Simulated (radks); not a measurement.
Results of a calculation; reference values are marked as such.
Task: The tin ion Sn16+, 34 electrons, occupied as [Ar] 3d10 4s2 4p4. Code: a radial shooting solver on a logarithmic mesh with Libxc functionals. Model: scalar-relativistic Kohn-Sham, SCAN, spin-polarised, spherical densities, finite nucleus; open shells are filled with parallel spins first (spin-orbit coupling, left out, can overturn this in heavy ions); meta-GGA in the generalised Kohn-Sham scheme; Fermi nuclear charge, rms radius 4.6519 fm. Some entries of the table are withheld. Estimate them.

orbital  occ.  eigenvalue (Ry)  <r> (bohr)  r(max) (bohr)
1s up       1        -2166.291     0.02906        0.01878
1s down     1        -2166.224     0.02906        0.01878
2s up       1        -353.4922      0.1253         0.1059
2s down     1        -353.4608      0.1253         0.1059
2p up       3        -320.1792      0.1095        0.08494
2p down     3        -320.1187      0.1095        0.08496
3s up       1        -91.49457      0.3362         0.3058
3s down     1        -91.44175      0.3362         0.3060
3p up       3        -80.49942      0.3342         0.2991
3p down     3        -80.42727      0.3341         0.2993
3d up       5        -63.77261      0.3100         0.2493
3d down     5        -63.68804      0.3097         0.2494
4s up       1        -35.45257      0.7431         0.7094
4s down     1        -34.98749      0.7440         0.7088
4p up       3        -31.66513         (1)         0.7346
4p down     1        -31.21106         (2)         0.7362

Result: 
(1) 4p up <r> (bohr): 0.7716
(2) 4p down <r> (bohr): 0.7727
